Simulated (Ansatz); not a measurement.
Ansatz (a quantum-chemistry and plane-wave program) input (MP2/6-311+G**): The .json file is the Basis Set Exchange's 6-311+G**.

Ansatz 0.2 input:
```yaml
crystal:
  periodic: [false, false, false]
  atoms:
    - {symbol: C, position_ang: [-1.63289300, 0.38568100, -0.07813700]}
    - {symbol: N, position_ang: [-0.38177400, -0.20321100, -0.52811500]}
    - {symbol: Si, position_ang: [1.10077800, -0.16632400, 0.35839300]}
    - {symbol: H, position_ang: [-2.20609700, 0.76825400, -0.92633500]}
    - {symbol: H, position_ang: [-1.41984200, 1.22778000, 0.58166000]}
    - {symbol: H, position_ang: [-2.26547700, -0.31926700, 0.47256500]}
    - {symbol: H, position_ang: [-0.50730900, -0.94197600, -1.20464100]}
    - {symbol: H, position_ang: [2.17619800, -0.53601600, -0.60707600]}
    - {symbol: H, position_ang: [1.28141100, 1.23814700, 0.83194900]}
basis:
  gaussian:
    orbitals: 6-311+G__.json
magnetization: {spin_polarized: true, initial_magnetization: 1}
correlation: {method: mp2, electrons: outside_noble_gas}
```

Output:

```
Functional definition: HF
integrals: 0.08 GiB planned
859 factors; integrals over basis functions are off by at most 1.2e-3 eV
mean field: 0.31 GiB planned
mean field evaluation 1: about -10466.2700 eV, gradient 2.4e1 eV
mean field evaluation 2: about -10466.2730 eV, gradient 2.4e1 eV
mean field evaluation 4: about -10469.3437 eV, gradient 2.9e0 eV
mean field evaluation 8: about -10469.4221 eV, gradient 5.4e-3 eV
mean field -10469.42208928 eV, -384.7441653519 hartree, gradient 5.1e-6 eV, S^2 0.756152; 1 other end points of the search recorded, 0 dependent functions left out
7 core orbitals not correlated
reference -10469.42208928 eV, -384.7441653519 hartree; 10, 9 occupied and 94, 95 virtual orbitals, 859 factors
second order -11.61324281 eV of doubles, -0.00000000 eV of singles
Total energy: -10481.03533209 eV, -385.1709441533 hartree
```

The geometry given is a B3LYP-D3(BJ)/def2-TZVP minimum.
